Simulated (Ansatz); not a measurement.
Reaction (formal exchange of groups at the Si–Si bond): `CB[SiH2][SiH2][AlH2]` + ethane → `CB[SiH2]CC` + `[AlH2][SiH3]`

Calculated with Ansatz (gas phase, PBE0-D4/def2-TZVP geometries, no zero-point term in ΔE). CCSD(T)/CBS is the MP2 limit (def2-TZVPP, def2-QZVPP) plus CCSD(T) − MP2 in def2-TZVPP, frozen cores. This one scheme is used for every species. DFT in def2-TZVPP. B3LYP here is the variant with VWN-RPA as its local correlation; programs differ in this. Each species was taken in one conformer, which may not be the lowest.

`CB[SiH2][SiH2][AlH2]`:

```xyz
15

C     0.936   -1.506    0.139
B     0.997   -0.486    1.320
Si    0.716    1.455    0.916
Si   -1.380    1.396   -0.151
Al   -1.191   -0.494   -1.702
H     1.004   -1.075   -0.873
H    -0.006   -2.070    0.240
H     1.710   -2.279    0.201
H     1.095   -0.929    2.429
H     0.808    2.419    2.046
H     1.686    1.858   -0.148
H    -1.635    2.702   -0.827
H    -2.443    1.199    0.877
H    -0.291   -0.352   -3.004
H    -2.006   -1.837   -1.465
```

`CC`:

```xyz
8

C     0.500    0.051    0.569
C    -0.500   -0.051   -0.569
H     1.518    0.187    0.194
H     0.276    0.896    1.223
H     0.496   -0.851    1.185
H    -1.518   -0.187   -0.194
H    -0.276   -0.896   -1.223
H    -0.497    0.851   -1.185
```

`CB[SiH2]CC`:

Cartesian coordinates in Å:
```
C -1.689 -0.924 1.220
B -0.392 -1.610 0.708
Si 1.262 -0.630 0.086
C 0.989 1.195 -0.300
C 0.065 1.418 -1.494
H -2.601 -1.479 0.984
H -1.603 -0.983 2.319
H -1.819 0.130 0.969
H -0.337 -2.809 0.772
H 2.283 -0.772 1.172
H 1.833 -1.301 -1.122
H 1.960 1.667 -0.478
H 0.579 1.678 0.594
H -0.092 2.481 -1.694
H 0.478 0.971 -2.403
H -0.918 0.968 -1.332
```

`[AlH2][SiH3]`:

Cartesian coordinates in Å:
```
Al -1.100 -0.782 0.402
Si 0.816 0.596 -0.280
H -1.895 -0.492 1.746
H -1.561 -1.993 -0.518
H 2.040 -0.245 -0.428
H 0.564 1.229 -1.607
H 1.135 1.686 0.685
```

Is it downhill or uphill in electronic energy at CCSD(T)/CBS, and by how much? (Estimate.)

The calculation gave: Uphill: ΔE = +8.8 kcal/mol.

What do these levels give: PBE0-D4, B3LYP-D4, ωB97M-V, B2PLYP, PBE, B3LYP, HF/def2-TZVPP, MP2/def2-TZVPP, SCS-MP2/def2-TZVPP, SCS-MP2/def2-QZVPP, HF/CBS(def2), MP2/CBS(def2)? (Best estimate.)

The calculation gave: PBE0-D4 11.6, B3LYP-D4 8.8, ωB97M-V 8.1, B2PLYP 7.2, PBE 11.3, B3LYP 6.7, HF/def2-TZVPP 2.5, MP2/def2-TZVPP 8.0, SCS-MP2/def2-TZVPP 6.4, SCS-MP2/def2-QZVPP 6.6, HF/CBS(def2) 2.3, MP2/CBS(def2) 8.4 kcal/mol.

Largest T1 diagnostic among the species: 0.014.

The D4 term adds +2.0 kcal/mol with B3LYP and +1.1 kcal/mol with PBE0; it sums over pairs of atoms, weighted by their polarisabilities, and B3LYP, whose exchange is more repulsive, gets the larger term. From PBE to PBE0 (25 % exact exchange), in def2-TZVPP and without D4, ΔE moves by −0.8 kcal/mol.
